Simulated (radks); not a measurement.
Problem. Species: W0.25-. Configuration: [Xe] 4f14 6s2 5d(up 4, down 0.25) (fractional occupations, a model configuration). All-electron calculation, scalar-relativistic Kohn-Sham, SCAN, spin-polarised, spherical densities, finite nucleus; meta-GGA in the generalised Kohn-Sham scheme; Fermi nuclear charge, rms radius 5.3658 fm. Program: a radial shooting solver on a logarithmic mesh with Libxc functionals. Some entries of the table are withheld. Estimate them.

| orbital | occ. | eigenvalue (hartree) | r(max) (bohr) | <1/r> (bohr^-1) |
|---|---|---|---|---|
| 1s up | 1 | -2556.206 | 0.01146 | 87.05 |
| 1s down | 1 | -2556.206 | 0.01146 | 87.05 |
| 2s up | 1 | -442.0956 | 0.06562 | 20.38 |
| 2s down | 1 | -442.0916 | 0.06562 | 20.38 |
| 2p up | 3 | -386.5143 | 0.05389 | 18.45 |
| 2p down | 3 | -386.5104 | 0.05389 | 18.45 |
| 3s up | 1 | -102.1776 | 0.1850 | 7.552 |
| 3s down | 1 | -102.1767 | 0.1850 | 7.552 |
| 3p up | 3 | -85.61330 | 0.1832 | 6.966 |
| 3p down | 3 | -85.61205 | 0.1832 | 6.966 |
| 3d up | 5 | -66.52867 | 0.1496 | 6.573 |
| 3d down | 5 | -66.52546 | 0.1496 | 6.573 |
| 4s up | 1 | -21.21435 | 0.4208 | 3.201 |
| 4s down | 1 | -21.20754 | 0.4209 | 3.200 |
| 4p up | 3 | -15.75563 | 0.4411 | 2.911 |
| 4p down | 3 | -15.74894 | 0.4412 | 2.911 |
| 4d up | 5 | -8.81361 | 0.4523 | 2.589 |
| 4d down | 5 | -8.80518 | 0.4524 | 2.590 |
| 5s up | 1 | -2.88971 | 0.9603 | 1.248 |
| 5s down | 1 | -2.82578 | 0.9572 | 1.255 |
| 5p up | 3 | -1.55904 | 1.095 | 1.046 |
| 5p down | 3 | -1.48241 | 1.089 | 1.055 |
| 4f up | 7 | (1) | 0.4293 | 2.080 |
| 4f down | 7 | (2) | 0.4291 | 2.088 |
| 6s up | 1 | -0.18763 | 2.621 | 0.4055 |
| 6s down | 1 | -0.13001 | 2.798 | 0.3645 |
| 5d up | 4 | (3) | 1.518 | 0.6363 |
| 5d down | 0.25 | (4) | 1.507 | 0.6162 |

Solution. 
(1) 4f up eigenvalue (hartree): -1.15810
(2) 4f down eigenvalue (hartree): -1.14260
(3) 5d up eigenvalue (hartree): -0.12665
(4) 5d down eigenvalue (hartree): -0.03335
